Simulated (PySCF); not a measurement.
NbO2F, SMILES [O]=[Nb]([F])=[O], multiplicity 1.

Geometry: PBE-D3(BJ)/def2-TZVP. The multiplicity is an assumed one; other spin states were not compared. The def2 effective core potentials stand for the cores of Nb; spin–orbit coupling is left out.

The numbers are results of CAM-B3LYP/def2-TZVPD run with PySCF, not measurements.

Symmetry labels are those of the subgroup Cs that the program uses (full group Cs).

Computed valence orbital energies around the gap with their symmetry:
```
orbital  symmetry  energy (eV)
-------  --------  -----------
HOMO−7         A"       -14.03
HOMO−6         A'       -13.92
HOMO−5         A'       -12.73
HOMO−4         A"       -12.36
HOMO−3         A"       -11.64
HOMO−2         A'       -11.22
HOMO−1         A'       -11.04
HOMO           A"       -10.07
LUMO           A'        -3.20
LUMO+1         A'        -1.32
LUMO+2         A"        -0.53
LUMO+3         A'         0.24
```
